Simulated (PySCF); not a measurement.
Sn(H)3(SMe) (CH6SSn), SMILES [S]([SnH3])C. Atoms are numbered in the order given.

```xyz
9

Sn     0.0598     0.8293     0.0000
S     -0.7616    -1.4678     0.0000
C      0.8390    -2.3737     0.0000
H     -1.3322     1.8308     0.0000
H      1.0200     1.0919     1.4053
H      1.0200     1.0919    -1.4053
H      1.4328    -2.1534    -0.8992
H      0.5897    -3.4443     0.0000
H      1.4328    -2.1534     0.8992
```

Coordinates come from a B3LYP-D3(BJ)/def2-SVP optimisation. The def2 effective core potentials stand for the cores of Sn; spin–orbit coupling is left out.

Computed with PySCF with M06-2X/def2-TZVPD.

Mulliken values depend strongly on the basis, most of all with diffuse functions as here. ESP charges are fitted to the potential on shells at 1.4 to 2.0 van der Waals radii. Atomic charges (e):

```tsv
atom	Mulliken	ESP fit
Sn1	0.24	0.35
S2	-0.36	-0.23
C3	-0.74	(withheld)
H4	0.02	(withheld)
H5	0.00	(withheld)
H6	0.00	(withheld)
H7	0.30	(withheld)
H8	0.23	(withheld)
H9	0.30	(withheld)
```

**Question.** Complete the blanks. (An estimate is asked for; the answer gives what the named calculation found.)

**Answer.** 
- C3, ESP fit: -0.47
- H4, ESP fit: -0.05
- H5, ESP fit: -0.07
- H6, ESP fit: -0.07
- H7, ESP fit: 0.16
- H8, ESP fit: 0.21
- H9, ESP fit: 0.16
